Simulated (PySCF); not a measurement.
A GIAO shielding run with PySCF (density fitting, non-relativistic, gas phase) on SMILES [SiH]1(C(C)=S)[SiH2][SiH2][SiH2]1, C₂H₁₀SSi₄:

```
$ OMP_NUM_THREADS=1 python probes_run.py task.json out

{"job": {"kind": "nmr", "xc": "PBE0", "basis": "pcSseg-1"}, "charge": 0, "multiplicity": 1}
C     -2.953460    -0.923228     0.103126
C     -1.467607    -0.906968     0.060615
S     -0.618659    -2.310729     0.031904
Si    -0.500029     0.706713     0.037941
Si     1.091532     0.607167    -1.718818
Si     2.798172     0.274997    -0.120690
Si     1.246960     0.566511     1.636554
H     -3.346987    -1.937330     0.062244
H     -3.296566    -0.442040     1.020293
H     -3.352433    -0.345712    -0.731457
H     -1.551472     1.741928     0.092850
H      0.865254    -0.412795    -2.746396
H      1.168911     1.857066    -2.489604
H      3.485568    -1.019548    -0.164351
H      3.907773     1.239729    -0.166336
H      1.396790     1.797189     2.428951
H      1.119253    -0.480920     2.653262
```

Hardware: 1 thread of an Arm Neoverse V2, shared host. The job also computes population analyses, field gradients, ring-centre shieldings.

Question: How large is the calculation?

Answer: 94 electrons, 204 basis functions and 1179 auxiliary functions.

Question: How long does it take, and how much memory does it need?

Answer: 51 s of wall time, with 13 SCF cycles and 5 response iterations; peak memory 0.94 GiB. Times on a shared host scatter by some tens of per cent.
